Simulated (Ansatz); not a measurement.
The cluster TiS₂⁻. The state is a quartet with charge -1. Geometry PBE-D4/def2-TZVPD; atoms count from 1.

```xyz
3

Ti    0.357   -0.233   -0.726
S     1.434    0.788    0.939
S    -1.790   -0.555   -0.213
```

At PBE0-D4/def2-TZVPD a doublet of charge -1 lies 1.45 eV below the quartet, each at its own geometry. The structure comes from a short search, and lower isomers may exist.

(1) Estimate the Mulliken populations from the PBE0/def2-TZVPD orbitals of Ansatz.

(2) Where does the spin sit?

(3) And the Mayer bond orders between bonded heavy atoms (over 0.3)?

Results:

(1) 
```tsv
atom	charge (e)	spin (α − β)	d electrons
Ti1	0.22	2.14	2.51
S2	-0.61	0.43	–
S3	-0.61	0.43	–
```
Mulliken values and Mayer orders depend strongly on the basis. With diffuse functions, as here, like atoms can get unlike values, and bond orders can come out too low or too high.

(2) Summed by element: Ti 2.14, S 0.86, of 3 unpaired in all. Largest on single atoms: Ti1 2.14, S2 0.43, S3 0.43.

(3) Ti1–S2 1.30 (2.23 Å); Ti1–S3 1.30 (2.23 Å). Values over 0.3 also appear between atoms too far apart for a bond (S2–S3 0.32 at 3.68 Å); they arise where an orbital or an unpaired electron spreads over both atoms.
